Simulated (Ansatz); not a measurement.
`BC(O)[SiH3]`, relaxed with RKS PBE0-D4/def2-TZVP in Ansatz from a PBE-D4/def2-SVP geometry. The force threshold is 0.005 eV/Å; the program also tests the step.

Total charge 0; spin multiplicity 1.

Start:

```xyz
11

B     0.704   -0.674    1.055
C    -0.643   -0.155    0.603
O    -1.157    1.022    1.144
Si    0.344    0.176   -1.153
H     1.058   -1.762    0.630
H     1.456    0.013    1.718
H    -1.402   -0.887    0.239
H    -1.910    1.319    0.600
H    -0.453    1.328   -1.706
H     1.777    0.622   -1.056
H     0.224   -1.002   -2.076
```

Task: By how much does the energy fall, and how many steps does the optimiser take? (Estimate.)

Result: The calculation gave: 6.19 kJ/mol, in 13 steps, 1 of them rejected.

Task: Which bonds change most? (Best estimate.)

Result: Ansatz gave: C2–Si4 from 2.041 to 1.953 Å; B1–H6 from 1.215 to 1.194 Å; B1–H5 from 1.220 to 1.199 Å; Si4–H10 from 1.505 to 1.486 Å.

Task: Give the relaxed structure. (Best estimate.)

Result: The calculation gave: 
```xyz
11

B     0.707   -0.725    1.121
C    -0.566   -0.159    0.526
O    -1.092    1.009    1.111
Si    0.263    0.221   -1.200
H     1.086   -1.785    0.709
H     1.378   -0.090    1.877
H    -1.330   -0.903    0.262
H    -1.762    1.381    0.530
H    -0.569    1.313   -1.774
H     1.662    0.709   -1.079
H     0.222   -0.970   -2.083
```
